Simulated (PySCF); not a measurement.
H₉InSi₃, SMILES [In]([SiH3])([SiH3])[SiH3], PBE0/def2-SVP optimised geometry.

```
13

In    -1.03     0.20    -2.08
Si    -0.19     1.51     0.00
H      1.31     1.51     0.00
H     -0.64     0.89     1.29
H     -0.64     2.94     0.00
Si    -1.51    -2.35    -1.98
H     -0.62    -3.08    -2.93
H     -2.93    -2.62    -2.39
H     -1.31    -2.94    -0.62
Si    -1.30     1.44    -4.35
H     -2.26     0.76    -5.28
H      0.03     1.50    -5.04
H     -1.77     2.86    -4.17
```

Density from PBE0/def2-TZVP, def2 effective core potentials past Kr in PySCF at that geometry. The core electrons that the potentials of In replace are not part of the density.

Minimum of the electron density along straight lines between bonded atoms, close to the bond critical point (lines longer than 1.1 times the sum of covalent radii, or with two minima, are not listed):

```json
[
 {"bond": "In1–Si2", "length / Å": "2.597", "ρ at the minimum / e bohr⁻³": "0.068", "∇²ρ there / e bohr⁻⁵": "-0.02", "position (fraction from the first atom)": "0.50"},
 {"bond": "Si2–H3", "length / Å": "1.500", "ρ at the minimum / e bohr⁻³": "0.115", "∇²ρ there / e bohr⁻⁵": "0.15", "position (fraction from the first atom)": "0.49"},
 {"bond": "Si2–H4", "length / Å": "1.498", "ρ at the minimum / e bohr⁻³": "0.116", "∇²ρ there / e bohr⁻⁵": "0.15", "position (fraction from the first atom)": "0.49"},
 {"bond": "Si2–H5", "length / Å": "1.498", "ρ at the minimum / e bohr⁻³": "0.116", "∇²ρ there / e bohr⁻⁵": "0.15", "position (fraction from the first atom)": "0.49"},
 {"bond": "In1–Si6", "length / Å": "2.598", "ρ at the minimum / e bohr⁻³": "0.068", "∇²ρ there / e bohr⁻⁵": "-0.02", "position (fraction from the first atom)": "0.50"},
 {"bond": "Si6–H7", "length / Å": "1.499", "ρ at the minimum / e bohr⁻³": "0.116", "∇²ρ there / e bohr⁻⁵": "0.15", "position (fraction from the first atom)": "0.49"},
 {"bond": "Si6–H8", "length / Å": "1.499", "ρ at the minimum / e bohr⁻³": "0.116", "∇²ρ there / e bohr⁻⁵": "0.15", "position (fraction from the first atom)": "0.49"},
 {"bond": "Si6–H9", "length / Å": "1.497", "ρ at the minimum / e bohr⁻³": "0.117", "∇²ρ there / e bohr⁻⁵": "0.15", "position (fraction from the first atom)": "0.49"},
 {"bond": "In1–Si10", "length / Å": "2.599", "ρ at the minimum / e bohr⁻³": "0.067", "∇²ρ there / e bohr⁻⁵": "-0.02", "position (fraction from the first atom)": "0.50"},
 {"bond": "Si10–H11", "length / Å": "1.498", "ρ at the minimum / e bohr⁻³": "0.116", "∇²ρ there / e bohr⁻⁵": "0.15", "position (fraction from the first atom)": "0.49"},
 {"bond": "Si10–H12", "length / Å": "1.500", "ρ at the minimum / e bohr⁻³": "0.115", "∇²ρ there / e bohr⁻⁵": "0.15", "position (fraction from the first atom)": "0.49"},
 {"bond": "Si10–H13", "length / Å": "1.498", "ρ at the minimum / e bohr⁻³": "0.116", "∇²ρ there / e bohr⁻⁵": "0.15", "position (fraction from the first atom)": "0.49"}
]
```
